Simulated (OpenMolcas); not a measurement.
Mn3+: effect of the active space

```json
{"Program": "OpenMolcas 26.06", "Method": "CASSCF or its RAS form", "Basis": "ANO-RCC-VQZP", "Scalar Hamiltonian": "DKH2, point nucleus", "Spin-orbit coupling": "state interaction with AMFI integrals over the reference wave functions, term energies averaged over their components"}
```

A. 4 electrons in 5 orbitals (3d); 2S+1 = 5 even, 5 roots; 2S+1 = 3 even, 45 roots; 2S+1 = 1 even, 50 roots; cost of the order of 26 core-seconds
B. 10 electrons in 8 orbitals (RAS1 3p, at most 2 holes; RAS2 3d); 2S+1 = 5 even, 5 roots; 2S+1 = 3 even, 45 roots; 2S+1 = 1 even, 44 roots; cost of the order of 50 core-seconds
C. 4 electrons in 10 orbitals (3d 4d); 2S+1 = 5 even, 5 roots; 2S+1 = 3 even, 45 roots; 2S+1 = 1 even, 44 roots; cost about 70 core-seconds

Energies in eV above 3d4 5D0, the measured ground level; measured values from Corliss and Sugar, J. Phys. Chem. Ref. Data 6, 1253 (1977).

```
     Level       A       B       C  Measured
   3d4 5D0  0.0000  0.0000  0.0000    0.0000
   3d4 5D1  0.0123  0.0128  0.0125    0.0123
   3d4 5D2  0.0363  0.0379  0.0370    0.0356
   3d4 5D3  0.0712  0.0741  0.0726    0.0685
   3d4 5D4  0.1160  0.1202  0.1183    0.1098
   3d4 3H4  2.9539  3.1787  2.8520    2.6385
   3d4 3H5  2.9794  3.2071  2.8796    2.6625
   3d4 3H6  3.0081  3.2378  2.9107    2.6879
3d4 3P0(1)  3.1857  2.7512  3.0627    2.5608
3d4 3P1(1)  3.2583  2.8275  3.1364    2.6382
3d4 3P2(1)  3.3893  2.9630  3.2689    2.7679
3d4 3F2(1)  3.3978  3.2174  3.2805    2.8257
3d4 3F3(1)  3.4062  3.2319  3.2902    2.8346
3d4 3F4(1)  3.4201  3.2507  3.3060    2.8466
   3d4 3G3  3.7212  3.7741  3.5964    3.1542
   3d4 3G4  3.7521  3.8065  3.6294    3.1828
   3d4 3G5  3.7782  3.8382  3.6579    3.2084
   3d4 1I6  4.4385  4.7799  4.3013          
3d4 1G4(1)  4.6806  4.5052  4.5219          
   3d4 3D3  4.8021  4.6254  4.6644    3.8913
   3d4 3D2  4.8122  4.6341  4.6735    3.9022
   3d4 3D1  4.8232  4.6462  4.6835    3.9155
   3d4 1F3  6.6973  6.5203  6.5089          
3d4 3F4(2)  7.9037  7.5296  7.6124    6.5975
```

Deviations, from unrounded energies. A percentage is the sum of absolute deviations over the sum of measured energies, with the sign that they share, or ± where signs differ.

```json
{"Against measurement": "mean absolute deviation (cm-1)", "Levels": "20", "A": "4100", "B": "3400", "C": "3300"}
{"Against measurement": "fine structure of the ground term (%)", "Levels": "4", "A": "±4.3", "B": "+8.3", "C": "+6.3"}
{"Against measurement": "other terms of the ground configuration (%)", "Levels": "16", "A": "+19.6", "B": "+16.1", "C": "+15.7"}
```

B, C lie about equally close to measurement and A furthest from it. The largest miss of C in the table is 3d4 3F4(2), by +8200 cm-1. The ranking rests on the paired levels alone, and a cruder setting can come out closer through cancelling errors.

The spin-orbit steps hold different terms of 3d4 (B lacks a 1D, a 1S; C lacks a 1D, a 1S), which shifts levels as well.

Among A to C the level of the table that moves most is 3d4 1I6, by 3900 cm-1 (lowest in C, highest in B).

Without dynamic correlation excited terms often stand tens of per cent too high (terms of higher spin than the ground term too low), and those without a measured partner can miss by more than the paired ones. Active for correlation alone: 3p; no level in the range computed is led by a configuration that opens it, so any true level of that kind is missing (holds for B). Active for correlation alone: 4d; no level in the range computed is led by a configuration that fills it, so any true level of that kind is missing (holds for C). Measured partners are found by configuration, term and J. A level has none where our copy of the source lacks it or the pairing is in doubt (some pairs that miss far off the trend of their configuration count as doubtful), and it then counts in no deviation. Only configurations of the active space appear. The table leaves out levels that lie high or whose names do not pair safely across all columns.

A number in round brackets counts repeated terms of one configuration in the order of the reference energies.
